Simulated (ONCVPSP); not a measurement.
## C: from the effect back to the setting (ONCV)

Base potential:

- Element: carbon (C)
- Generator: ONCVPSP 4.0.1
- Type: optimised norm-conserving Vanderbilt (ONCV)
- Functional: PBE
- Relativity: scalar-relativistic
- Frozen core: [He]
- Valence charge: 4
- Reference configuration: 2s1 2p3
- Partial waves: 2s: rc 0.90 bohr, ncon 4, nbas 8, qcut 7.1 1/bohr, 2 projectors, debl 1.8 Ha; 2p: rc 2.80 bohr, ncon 4, nbas 8, qcut 3.9 1/bohr, 2 projectors, debl 1.3 Ha
- Local potential: polynomial inside 0.85 bohr (lpopt 5, dvloc0 -1 Ha)
- Core correction: none

Cutoffs, loose and tight: the cutoffs (Ha) at which the residual kinetic energy of the hardest occupied pseudo-wave falls to 1 and 0.1 mHa per electron. They do not see the model core or the augmentation charge, which bear on the density cutoff. Test errors are all-electron minus pseudo excitation energies from the reference, over the configurations 2s2 2p2; 2s2 2p1; 2s2 2p0; 2s0 2p4; variants that change the core or the reference have their own tests.

Only the p radius is moved (1 further runs of the sweep failed or gave no value and are left out):

```
p radius (bohr)  cutoff, loose  cutoff, tight  bound ghosts  largest test error (meV)  median size of the test errors
           2.04          36 Ha          49 Ha          none                      +963                        93.1 meV
            2.3          20 Ha          45 Ha          none                     +1295                       129.9 meV
           2.98          20 Ha          45 Ha          none                     +2264                       244.6 meV
           3.36          20 Ha          45 Ha          none                     +2857                       318.5 meV
           3.62          20 Ha          45 Ha          none                     +3238                       370.8 meV
```

Q: One more run gave cutoff, loose: 20 Ha; cutoff, tight: 45 Ha; bound ghosts: none; largest test error (meV): +1908; median size of the test errors: 201.1 meV. Which value of the p radius was used?

A: 2.74 bohr. The median size of the test errors moves one way along this sweep, from 93.1 meV at 2.04 to 370.8 meV at 3.62 bohr, which places the run between 2.3 and 2.98 bohr.
